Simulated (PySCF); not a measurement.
From one molecule to another.

First species: C6H6F2.
Numbering: `[CH2:1]=[CH:2]/[C:3]([F:4])=[CH:5]\[CH:6]=[CH:7]/[F:8]` (hydrogens: H9, H10 on C1; H11 on C2; H12 on C5; H13 on C6; H14 on C7)

Second species: C₆H₆F₂.
Geometry (GFN2-xTB, Å), atoms numbered from 1 in this order:
```
atom  x, y, z in Å
F1    -3.9289    0.5876    0.8830
C2    -2.7177   -0.0269    1.0891
C3    -1.9850   -0.1856   -0.2058
C4    -0.6801   -0.1322   -0.3152
C5     0.5725   -0.0976   -0.4195
C6     1.8768   -0.0485   -0.5388
C7     2.8035    0.2194    0.6050
F8     3.8985   -0.6107    0.5382
H9    -2.9420   -1.0083    1.5308
H10   -2.1604    0.5836    1.8069
H11   -2.6078   -0.3638   -1.0721
H12    2.3520   -0.2094   -1.4972
H13    2.3235    0.0462    1.5732
H14    3.1945    1.2456    0.5604
```

Levels: CAM-B3LYP/def2-SVPD for dipole moment, HOMO energy, LUMO energy, HOMO–LUMO gap, static isotropic polarisability and electronic spatial extent ⟨r²⟩ about the centre of nuclear charge; TDDFT CAM-B3LYP/def2-SVPD for lowest singlet excitation; TDA CAM-B3LYP/def2-SVPD for lowest triplet excitation (Tamm–Dancoff); GFN2-xTB for rotational constant A and rotational constant C. Geometries: GFN2-xTB. Each structure is a single optimised conformer of the isolated species, non-relativistic unless stated. Electronic properties by PySCF.

The conformers computed, where there is a choice (atom-mapped SMILES and torsion angles):
- `[CH2:1]=[CH:2]/[C:3]([F:4])=[CH:5]\[CH:6]=[CH:7]/[F:8]`: C1–C2–C3–F4 0°, C3–C5–C6–C7 180°
- `[F:1][CH2:2][CH:3]=[C:4]=[C:5]=[CH:6][CH2:7][F:8]`: F1–C2–C3–C4 147°, C5–C6–C7–F8 138°

```json
{"property": "dipole moment", "column X": "0.35 D", "column Y": "2.64 D"}
{"property": "HOMO energy", "column X": "-8.44 eV", "column Y": "-7.61 eV"}
{"property": "LUMO energy", "column X": "-0.95 eV", "column Y": "-0.64 eV"}
{"property": "HOMO–LUMO gap", "column X": "7.49 eV", "column Y": "6.97 eV"}
{"property": "lowest singlet excitation", "column X": "4.25 eV", "column Y": "4.82 eV"}
{"property": "lowest triplet excitation (Tamm–Dancoff)", "column X": "2.67 eV", "column Y": "2.52 eV"}
{"property": "static isotropic polarisability", "column X": "88.1 au", "column Y": "88.9 au"}
{"property": "electronic spatial extent ⟨r²⟩ about the centre of nuclear charge", "column X": "1889 bohr²", "column Y": "1337 bohr²"}
{"property": "rotational constant A", "column X": "8.680 GHz", "column Y": "5.502 GHz"}
{"property": "rotational constant C", "column X": "0.526 GHz", "column Y": "0.775 GHz"}
```

Question: Which column belongs to which species?

Answer: Column X is the second species and column Y the first. The first has 14 atoms and 60 electrons, the second 14 and 60.

Question: How does each property change from the first species to the second?

Answer: dipole moment -2.29 D; HOMO energy -0.83 eV; LUMO energy -0.31 eV; HOMO–LUMO gap +0.52 eV; lowest singlet excitation -0.57 eV; lowest triplet excitation (Tamm–Dancoff) +0.15 eV; static isotropic polarisability -0.8 au; electronic spatial extent ⟨r²⟩ about the centre of nuclear charge +552 bohr²; rotational constant A +3.178 GHz; rotational constant C -0.249 GHz.

On the first: The principal polarisabilities are 46.9, 64.9 and 154.7 au; their mean is the isotropic value. In atomic units the dipole is 1.04 e·bohr (1 au = 2.5417 D).

On the second: The polarisability is 13.06 Å³ as a volume (1 au = 0.148185 Å³), or 1.47 au for each of the 60 electrons. S1 lies 3.24 eV below the HOMO–LUMO gap; its leading configuration is HOMO−1→LUMO, weight 0.98.
